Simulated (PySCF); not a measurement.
1-fluorocyclopenta-1,3-diene (C5H5F), SMILES C1=C(F)CC=C1. Geometry optimised at B3LYP-D3(BJ)/def2-SVP. Other conformers were not sampled.

These are B3LYP-D3(BJ)/def2-SVP in PySCF values and carry that method's errors.

Harmonic wavenumbers (cm⁻¹): 262, 388, 404, 505, 622, 685, 807, 873, 910, 915, 958, 963, 1002, 1107, 1110, 1214, 1250, 1348, 1377, 1404, 1601, 1698, 3032, 3070, 3206, 3233, 3240. Rotational constants (GHz): 8.285, 3.336, 2.414; symmetry number 1.

Task: Work out the zero-point energy and the ideal-gas rigid-rotor harmonic-oscillator thermochemistry at 298.15 K and 1 atm.

Result: ZPE = ½ Σ hcν = ½ × 37185 cm⁻¹ = 53.16 kcal/mol. H − E(el) = 56.82 kcal/mol. Entropy in cal/(mol K): translation 39.20, rotation 25.98, vibration 6.19, total 71.37. G − E(el) = 35.54 kcal/mol. Cp = 20.45 cal/(mol K).
